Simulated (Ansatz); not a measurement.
Geometry optimisation, Ansatz 0.2.0, RKS PBE-D4/def2-SVP.

Input file:

```yaml
crystal:
  periodic: [false, false, false]
  atoms:
    - { symbol: W, position_ang: [0.0, 0.0, 0.0] }
    - { symbol: O, position_ang: [0.0, 0.0, 2.29] }
    - { symbol: H, position_ang: [-0.9095, -0.2814, 2.6271] }
    - { symbol: F, position_ang: [1.85, 0.0, 0.0] }
    - { symbol: H, position_ang: [0.0, 1.72, 0.0] }
    - { symbol: O, position_ang: [-1.94, 0.0, 0.0] }
    - { symbol: H, position_ang: [-2.2771, -0.1263, 0.9437] }
    - { symbol: H, position_ang: [0.0, -1.72, 0.0] }
    - { symbol: H, position_ang: [0.0, 0.0, -1.72] }
    - { symbol: S, position_ang: [1.7875, 1.8621, 0.8577] }
    - { symbol: H, position_ang: [2.8002, 1.2341, 1.5926] }
    - { symbol: H, position_ang: [0.9172, 0.9554, 2.0687] }
basis:
  gaussian: { orbitals: def2-SVP }
hamiltonian:
  xc: pbe
  dispersion: d4
relax:
  f_tol: 0.15
  max_steps: 25
  restrain:
    - { distance: [0, 9], at: 2.42, k: 30.0 }
    - { distance: [11, 1], at: 1.01, k: 30.0 }
    - { distance: [0, 1], at: 3.14, k: 30.0 }
    - { distance: [11, 9], at: 2.6, k: 30.0 }
```

Command:

```bash
$ ansatz run input.yaml --threads 4 --pin off --max-ram 5120MiB --backend cpu --events-out ev --progress --plain --runs-dir out
```

Where does it end, and by what steps?

The run converged. The restraints hold the end off the free minimum; the threshold counts their pulls, which the force column leaves out. Restrained pairs: W1–S10 (2.72 → 2.43 Å), O2–H12 (1.34 → 0.99 Å), W1–O2 (2.29 → 3.12 Å), S10–H12 (1.75 → 2.60 Å). After 16 steps the energy has fallen by 6.548 eV (the restraints' own energy left out); H5 moved furthest, 1.53 Å.

| step | energy less start (eV) | largest force component (eV/Å) | accepted |
| --- | --- | --- | --- |
| 0 | 0.0000 | 4.455 | yes |
| 1 | 0.1877 | 4.243 | yes |
| 2 | -0.2389 | 4.503 | yes |
| 3 | -1.9780 | 3.948 | yes |
| 4 | -3.5076 | 2.164 | yes |
| 5 | -4.6377 | 1.944 | yes |
| 6 | -5.3286 | 1.776 | yes |
| 7 | -5.7485 | 1.463 | yes |
| 8 | -6.0919 | 1.073 | yes |
| 9 | -6.3037 | 1.063 | yes |
| 10 | -6.4086 | 0.849 | yes |
| 11 | -6.4644 | 0.819 | yes |
| 12 | -6.4915 | 0.813 | yes |
| 13 | -6.4886 | 1.457 | yes |
| 14 | -6.5409 | 0.572 | yes |
| 15 | -6.4834 | 0.815 | no |
| 16 | -6.5479 | 0.564 | yes |

```xyz
12
Properties=species:S:1:pos:R:3
W 0.309 0.319 -0.149
O 0.454 -0.293 2.911
H -0.447 -0.507 3.219
F 1.923 -0.567 -0.442
H 0.294 1.380 -1.461
O -1.447 0.581 0.416
H -2.253 0.037 0.475
H -0.251 -1.301 -0.428
H -0.264 -0.375 -1.605
S 1.415 2.183 0.944
H 2.055 1.490 1.935
H 0.440 0.698 2.844
```

Time of the run: 43 s on 4 threads of Arm Neoverse V1 (shared host), peak memory 0.3 GiB.
